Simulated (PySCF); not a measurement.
A PySCF script (with the pyscf-properties extension) for the NMR shieldings of `N#CB(C#N)C#N`, C₃BN₃, on a PBE0-D3(BJ)/def2-SVP geometry:

```python
import basis_set_exchange as bse
import numpy as np
from pyscf import gto, dft
from pyscf.prop import nmr

atoms = """
B     0.011593   -0.013429   -0.010512
C     1.540531   -0.004068   -0.012738
N     2.701299    0.002851   -0.015346
C    -0.761608    1.305185   -0.027514
N    -1.348363    2.306702   -0.042046
C    -0.740628   -1.344170    0.011130
N    -1.310974   -2.355071    0.028477
"""
names = dict.fromkeys(["B", "C", "N"], "pcSseg-1")
basis = {el: gto.basis.parse(bse.get_basis(n, elements=[el], fmt="nwchem")) for el, n in names.items()}
mol = gto.M(atom=atoms, basis=basis, charge=0, verbose=0)
mf = dft.RKS(mol, xc="PBE0")
mf.grids.level = 2
mf.grids.alignment = dft.numint.BLKSIZE   # the property module wants whole blocks of grid points
mf.conv_tol = 1e-9
mf.kernel()

calc = nmr.RKS(mf)   # GIAO
C = mf.mo_coeff
Co = C[:, mf.mo_occ > 0]
resp = mf.gen_response(singlet=True, hermi=2)
def vind(x):   # induced exchange potential for any number of trial vectors
    d = np.einsum("pi,xij,qj->xpq", C, 2 * x.reshape(-1, C.shape[1], Co.shape[1]), Co, optimize=True)
    return np.einsum("xpq,pi,qj->xij", resp(d - d.transpose(0, 2, 1)), C, Co, optimize=True).ravel()
mo1, _ = nmr.rhf.solve_mo1(calc, with_cphf=vind)
sigma = calc.kernel(mo1)
for i, s in enumerate(sigma):   # ppm
    w = np.linalg.eigvalsh((s + s.T) / 2)
    print("%2d %-2s iso %8.1f  s11 %8.1f  s22 %8.1f  s33 %8.1f" % (i, mol.atom_pure_symbol(i), w.mean(), *w))
```

Problem. Give the expected output.

Solution. 
```
 0 B  iso     81.1  s11     55.1  s22     55.2  s33    132.9
 1 C  iso     55.3  s11    -68.4  s22    -51.1  s33    285.5
 2 N  iso   -144.3  s11   -347.7  s22   -269.2  s33    184.0
 3 C  iso     55.4  s11    -68.3  s22    -51.0  s33    285.5
 4 N  iso   -144.5  s11   -348.1  s22   -269.5  s33    184.2
 5 C  iso     55.3  s11    -68.4  s22    -51.1  s33    285.5
 6 N  iso   -144.4  s11   -347.9  s22   -269.4  s33    184.0
```

These numbers come from an equivalent density-fitted implementation of the same equations, which agrees with the script to about 0.01 ppm for H and up to a few tenths of a ppm for heavy atoms, so last digits may differ.

Problem. Turn these shieldings into chemical shifts. Referencing at the same level of theory: ¹¹B (σref 100.73) vs BF3·OEt2; ¹³C (σref 184.41) against TMS; ¹⁵N (σref 265.67) against NH3.

Solution. Averaging equivalent atoms: B 0: 19.7; C 1/3/5: 129.1; N 2/4/6: 410.1 ppm. Experimental scales use liquid or dissolved standards, which lie at an offset from isolated NH3 (liquid NH3: subtract about 20 ppm). Unscaled 15N shifts of sp2 nitrogen come out 20 to 40 ppm too high even then.

Size and cost of the density-fitted run: 119 basis functions, 7.4 s wall time on 1 thread of an Arm Neoverse V2, shared host; peak memory 0.68 GiB.
